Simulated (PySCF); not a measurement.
NbF6, SMILES [Nb-]([F])([F])([F])([F])([F])[F], charge -1, multiplicity 1.

Coordinates come from a ωB97X-D3(BJ)/def2-SVPD optimisation. The multiplicity is an assumed one; other spin states were not compared. The isomer is the one that the SMILES or the coordinates give; other isomers of the formula were not compared. The def2 effective core potentials stand for the cores of Nb; spin–orbit coupling is left out.

The numbers are results of PBE0/def2-SVPD in PySCF, not measurements.

Symmetry labels are those of the subgroup D2h that the program uses (full group Oh).

Computed valence orbital energies around the gap with their symmetry:
| orbital | symmetry | energy (eV) |
|---|---|---|
| HOMO−7 | B2u | -7.11 |
| HOMO−6 | B3u | -7.11 |
| HOMO−5 | B3u | -7.08 |
| HOMO−4 | B1u | -7.08 |
| HOMO−3 | B2u | -7.08 |
| HOMO−2 | B3g | -6.53 |
| HOMO−1 | B1g | -6.53 |
| HOMO | B2g | -6.53 |
| LUMO | B1g | 1.99 |
| LUMO+1 | B2g | 1.99 |
| LUMO+2 | B3g | 1.99 |
| LUMO+3 | Ag | 4.14 |
